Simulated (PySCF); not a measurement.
A species of formula C6H12F2 has this rotational fingerprint, computed with PBE0-D3(BJ)/def2-SVP geometry optimisation, gas phase (PySCF 2.14.0):

* Rotational constants: A = 2458, B = 1762, C = 1754 MHz
* Dipole components: |μa| = 1.11 D, |μb| = 1.71 D, |μc| = 0.00 D
* Inertial defect: -204.39 u·Å²
* κ: -0.98

Question: Which structure is it? (One computed conformer of each.)
A. `[CH3:1][CH2:2][C@@H:3]([CH3:4])[CH2:5][CH:6]([F:7])[F:8]` with C1–C2–C3–C4 60°, C2–C3–C5–C6 170°, C3–C5–C6–F7 -59°
B. (CH3)3CCF2CH3 (`CC(C)(C)C(C)(F)F`)

Answer: B. It is CC(C)(C)C(C)(F)F, a near-prolate asymmetric top, point group Cs. The candidates at the same level (rigid rotor, commonest isotopes):

```tsv
SMILES	A (MHz)	B (MHz)	C (MHz)	μa (D)	μb (D)	μc (D)	Δ (u·Å²)	point group	rotor
CC(C)(C)C(C)(F)F	2458	1762	1754	1.11	1.71	0.00	-204.39	Cs	near-prolate asymmetric top
CC[C@@H](C)CC(F)F	4099	892.5	871.7	1.92	0.36	1.00	-109.83	C1	near-prolate asymmetric top
```

`CC[C@@H](C)CC(F)F` has A 67 % too high. In the right answer the mirror of this Cs structure is the ab plane, so μc vanishes by symmetry (the 0.01 D computed is a residue). No structure here is proved a minimum.
